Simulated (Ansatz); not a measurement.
Ideal-gas functions of CH₄OSn (`[CH2]1[O][SnH2]1`) at 800 K and 1 bar, from an Ansatz frequency run at PBE0-D4/def2-TZVP.

Molar mass 150.75 g/mol, point group Cs (symmetry number 1), electronic degeneracy 1, moments of inertia 21.922, 116.32, 127.015 u Å². Harmonic wavenumbers (cm⁻¹, unscaled): 110, 283, 443, 459, 538, 677, 704, 1053, 1185, 1308, 1536, 1889, 1910, 3003, 3082.

Use S(trans) = R[1.5 ln M + 2.5 ln T − 1.1517]; rotational temperatures θ = 24.2544 K / I; S(rot) = R[ln(√π/σ · √(T³/θAθBθC)) + 1.5]; for each mode x = 1.438777 ν̃/T, S = R[x/(eˣ − 1) − ln(1 − e⁻ˣ)] and H = RT x/(eˣ − 1); 1 cm⁻¹ = 0.0119627 kJ/mol; R = 8.31446 J/(mol·K).

Problem. By hand: the entropy, in J/(mol·K).

Solution. Translation 191.9. Rotation: θ = 1.1064, 0.2085, 0.191 K, giving 113.6. Vibration, mode by mode: 21.80, 14.02, 10.42, 10.14, 8.91, 7.17, 6.89, 4.15, 3.44, 2.89, 2.09, 1.26, 1.22, 0.24, 0.21, in all 94.8. Electronic 0.0. Sum 400.3 J/(mol·K).

Problem. By hand: H − E and G − E in kJ/mol, counted from the electronic energy.

Solution. Zero-point energy ½ × 18180 × 0.0119627 = 108.7; thermal vibration 39.3; translation, rotation and pV give 4 RT = 26.6. H − E = 174.6 kJ/mol, and G − E = 174.6 − 800 × 400.3/1000 = -145.6 kJ/mol.

Vibration gives 24 % of the entropy, 21.8 J/(mol·K) of it from the mode under 150 cm⁻¹: soft modes count most, and the harmonic formula is weakest for them.
